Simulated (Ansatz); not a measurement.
CH₃FOSSi (`O[C@@H]1S[Si@H]1F`), 8 atoms. Charge 0, multiplicity 1. All runs use 2 threads of an AMD EPYC 9B14 on a shared host. Correlated methods freeze the cores.

(1) How many basis functions does each run have, and how long does it take in Ansatz? RKS PBE0-D4/def2-TZVP relaxation (10 steps); RKS PBE0-D4/def2-TZVP frequencies; RKS ωB97M-V/def2-SVP energy; RKS ωB97M-V/def2-QZVPP energy; RKS PBE-D4/def2-TZVPP energy and forces; direct RPA on PBE orbitals/def2-TZVPP energy; RHF-MP2/def2-QZVPP energy; RKS PBE0-D4/def2-SVP energy; RHF-CCSD(T)/def2-TZVPP energy; RKS B3LYP-D4/def2-TZVPP energy and forces; RKS BLYP-D4/def2-TZVPP energy; RKS PBE0-D4/def2-QZVPP energy. (Best estimate.)

Results:

(1) The calculation gave: Other jobs shared the machine, so times are rough.

```json
{"level": "RKS PBE0-D4/def2-SVP", "job": "energy", "functions": "93", "wall time": "1.1 s", "peak host memory (GiB)": "0.41"}
{"level": "RKS BLYP-D4/def2-TZVPP", "job": "energy", "functions": "219", "wall time": "2.1 s", "peak host memory (GiB)": "0.28"}
{"level": "RKS PBE-D4/def2-TZVPP", "job": "energy and forces", "functions": "219", "wall time": "2.5 s", "peak host memory (GiB)": "0.29"}
{"level": "RKS B3LYP-D4/def2-TZVPP", "job": "energy and forces", "functions": "219", "wall time": "4.4 s", "peak host memory (GiB)": "0.59"}
{"level": "RKS ωB97M-V/def2-SVP", "job": "energy", "functions": "93", "wall time": "4.5 s", "peak host memory (GiB)": "0.41"}
{"level": "direct RPA on PBE orbitals/def2-TZVPP", "job": "energy", "functions": "219", "wall time": "4.8 s", "peak host memory (GiB)": "0.46"}
{"level": "RKS PBE0-D4/def2-QZVPP", "job": "energy", "functions": "401", "wall time": "8 s", "peak host memory (GiB)": "1.2"}
{"level": "RHF-MP2/def2-QZVPP", "job": "energy", "functions": "401", "wall time": "17 s", "peak host memory (GiB)": "2"}
{"level": "RKS ωB97M-V/def2-QZVPP", "job": "energy", "functions": "401", "wall time": "17 s", "peak host memory (GiB)": "1.4"}
{"level": "RKS PBE0-D4/def2-TZVP", "job": "relaxation (10 steps)", "functions": "185", "wall time": "38 s", "peak host memory (GiB)": "0.47"}
{"level": "RHF-CCSD(T)/def2-TZVPP", "job": "energy", "functions": "219", "wall time": "95 s", "peak host memory (GiB)": "3.3"}
{"level": "RKS PBE0-D4/def2-TZVP", "job": "frequencies", "functions": "185", "wall time": "120 s", "peak host memory (GiB)": "0.46"}
```

B3LYP here is the variant with VWN-RPA as its local correlation; programs differ in this.
